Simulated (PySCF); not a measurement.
Species: C₅H₆O₄.
SMILES: `C=COC(=O)COC=O`

All values: PBE0/def2-SVPD (PySCF, non-relativistic), on one gas-phase PBE0-D3(BJ)/def2-SVP geometry that isn't relaxed in the solvent. The solvent is an IEF-PCM continuum (cavity from Bondi-type radii × 1.2), and excitations are vertical TDDFT with non-equilibrium linear response and a frozen core. Only the electrostatic response of the medium enters.

Gas-phase singlets (H = HOMO, L = LUMO):

| state | E (eV) | λ (nm) | f | leading configuration |
| --- | --- | --- | --- | --- |
| S1 | 5.878 | 211 | 0.001 | H-1→L 45% |
| S2 | 5.955 | 208 | 0.002 | H-1→L+1 62% |
| S3 | 6.181 | 201 | 0.337 | H→L 93% |
| S4 | 6.669 | 186 | 0.000 | H→L+1 100% |
| S5 | 6.909 | 179 | 0.002 | H-1→L 48% |

Problem. Give the list for dichloromethane (ε = 8.93), n² = 2.03.

Solution. 
```tsv
state	E (eV)	λ (nm)	f	leading configuration	change by rank (eV)
S1	5.981	207	0.002	H-1→L 57%	+0.103
S2	6.022	206	0.409	H→L 94%	+0.067
S3	6.046	205	0.006	H-2→L+1 50%	-0.135
S4	6.565	189	0.000	H→L+1 100%	-0.104
S5	7.048	176	0.002	H-2→L 61%	+0.139
```

Problem. How does the list change in acetonitrile (ε = 35.69)?

Solution. 
```tsv
state	E (eV)	λ (nm)	f	leading configuration	change by rank (eV)
S1	5.999	207	0.002	H-1→L 58%	+0.121
S2	6.030	206	0.397	H→L 94%	+0.075
S3	6.061	205	0.004	H-2→L+1 51%	-0.120
S4	6.552	189	0.000	H→L+1 100%	-0.117
S5	7.067	175	0.002	H-2→L 62%	+0.158
```

Problem. The ground-state energy changes by -0.353 eV from gas to acetonitrile. By how much does the total energy of gas-phase S3 change?

Solution. E(S3) = E(S0) + excitation energy, so it changes by -0.353 − 0.151 = -0.504 eV: it is lowered more than the ground state, which is what a red shift means. This is the vertical state, with the slow part of the continuum still set for S0.

Problem. How do the frontier levels move from gas to acetonitrile?

Solution. 
| orbital | gas (eV) | solvent (eV) | change (eV) |
| --- | --- | --- | --- |
| LUMO+2 | 0.51 | 0.63 | +0.12 |
| LUMO+1 | -0.30 | -0.31 | -0.01 |
| LUMO | -0.80 | -0.74 | +0.06 |
| HOMO | -7.68 | -7.57 | +0.11 |
| HOMO-1 | -8.64 | -8.72 | -0.08 |
| HOMO-2 | -8.81 | -8.90 | -0.09 |
| HOMO-3 | -9.72 | -9.79 | -0.07 |

The HOMO–LUMO gap goes from 6.88 to 6.83 eV.

Time: 42 s wall; peak memory 1.2 GiB. Hardware: one thread, Arm Neoverse V1 (aarch64), no GPU (shared host). This is the whole response run at PBE0/def2-SVPD in acetonitrile, SCF included.
